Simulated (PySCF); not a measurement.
Si(OH) (HOSi), SMILES O[Si] (connectivity only; charge and spin as stated), neutral, multiplicity 2. Atoms are numbered in the order given.

```xyz
3

Si    -0.0159     0.6751     0.0000
O      0.1158    -0.9918     0.0000
H     -0.7042    -1.5172     0.0000
```
Charge 0, spin multiplicity 2.

Coordinates come from a PBE-D3(BJ)/def2-TZVPD optimisation.

Calculation: PySCF with PBE0/pcH-1.

Unrestricted Kohn–Sham, ⟨S²⟩ = 0.754. Hyperfine tensors hold the contact and dipolar terms, without spin-orbit corrections.

Problem. Estimate the hyperfine couplings. (An estimate is asked for; the answer gives what the named calculation found.)

Solution. 
```
nucleus     A(iso) (MHz)  A(iso) (G)  dipolar principal values (MHz)
----------  ------------  ----------  ------------------------------
29Si no. 1           6.5         2.3             -201.9, 96.2, 105.6
17O no. 2          -25.6        -9.1                -19.7, 6.7, 13.0
1H no. 3            54.6        19.5                -7.1, -3.6, 10.7
```

Problem. And the g tensor (effective nuclear charges for spin-orbit coupling, GIAO)? (The exact figures need the calculation; the answer reports its results.)

Solution. principal values 1.9240, 2.0006, 2.0023; isotropic 1.9756.
